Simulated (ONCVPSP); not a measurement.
# Before and after: ONCV potential for Cd (Z = 48)

* Element: Cd (Z = 48)
* Generator: ONCVPSP 4.0.1
* Type: optimised norm-conserving Vanderbilt (ONCV)
* Functional: LDA (Perdew-Wang 92)
* Relativity: fully relativistic
* Frozen core: [Ar] 3d10
* Valence charge: 20
* Reference configuration: 4s2 4p6 4d10 5s1.75 5p0.25
* Partial waves: 4s+5s: rc 1.55 bohr, ncon 4, nbas 7, qcut 8.5 1/bohr, 2 projectors; 4p+5p: rc 1.65 bohr, ncon 4, nbas 8, qcut 8.3 1/bohr, 3 projectors, debl 2.6 Ha; 4d: rc 1.20 bohr, ncon 3, nbas 7, qcut 8.2 1/bohr, 1 projector; f scattering state at 0.05 Ha: rc 1.75 bohr, ncon 3, nbas 7, qcut 6.1 1/bohr, 2 projectors, debl 1.3 Ha
* Local potential: polynomial inside 1.05 bohr (lpopt 5, dvloc0 6 Ha)
* Core correction: none

Open shells are filled in proportion to 2j + 1.

Change: local potential polynomial inside 1.05 bohr (lpopt 5, dvloc0 7.5 Ha).

Cutoffs: the cutoffs (Ha) at which the residual kinetic energy of the hardest occupied pseudo-wave falls to 1 and 0.1 mHa per electron; they do not see the model core or the augmentation charge, which bear on the density cutoff. Errors are all-electron minus pseudo energies relative to the spin-unpolarised reference configuration.

What does the change do?

The potential gets neither clearly harder nor softer (34 Ha and 115 Ha → 34 Ha and 115 Ha); the errors of the 3 common tests hardly move; neither file shows a bound ghost.

```csv
quantity,base,changed
"cutoff, loose",34 Ha,34 Ha
"cutoff, tight",115 Ha,115 Ha
bound ghosts,none,none
GHOST(+) flags under 300 eV,none,none
tests with a reliable result,3 of 4,3 of 4
"error for 4s2 4p6 4d10 5s2 5p0, meV [ΔE -1.16 eV]",0.0,0.0
"error for 4s2 4p6 4d10 5s1 5p0, meV [ΔE 8.46 eV]",0.0,0.0
"error for 4s2 4p6 4d10 5s0 5p2, meV [ΔE 8.73 eV]",-0.8,-0.7
s: phases at 1.58 bohr within 0.05 rad from the reference energy up to (Ha; the scan ends near 5),to the end of the scan,to the end of the scan
p3/2: phases at 1.68 bohr within 0.05 rad from the reference energy up to (Ha; the scan ends near 5),to the end of the scan,to the end of the scan
p1/2: phases at 1.68 bohr within 0.05 rad from the reference energy up to (Ha; the scan ends near 5),to the end of the scan,to the end of the scan
d5/2: phases at 1.22 bohr within 0.05 rad from the reference energy up to (Ha; the scan ends near 5),to the end of the scan,to the end of the scan
d3/2: phases at 1.22 bohr within 0.05 rad from the reference energy up to (Ha; the scan ends near 5),to the end of the scan,to the end of the scan
f7/2: phases at 1.78 bohr within 0.05 rad from the reference energy up to (Ha; the scan ends near 5),to the end of the scan,4.4
f5/2: phases at 1.78 bohr within 0.05 rad from the reference energy up to (Ha; the scan ends near 5),to the end of the scan,4.4
```
